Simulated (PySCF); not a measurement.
C2HCl2, SMILES Cl[C]=CCl, multiplicity 2.

The structure is a stationary point at PBE-D3(BJ)/def2-SVP. The isomer is the one that the SMILES or the coordinates give; other isomers of the formula were not compared.

The numbers are results of PBE-D3(BJ)/def2-SVP (PySCF), not measurements.

Frequencies are harmonic and unscaled.

```tsv
mode	ν (cm⁻¹)	IR (km/mol)	moving atoms (share of kinetic energy)
1	125	1.4	Cl 88 %, C 11 %
2	353	5.8	C 84 %, H 11 %
3	546	0.4	C 78 %, Cl 20 %
4	681	19.2	C 63 %, Cl 32 %
5	707	30.7	H 76 %, C 23 %
6	780	126.1	C 68 %, Cl 24 %
7	1164	12.2	H 89 %, C 10 %
8	1656	41.1	C 98 %
9	3141	7.2	H 92 %, C 8 %
```
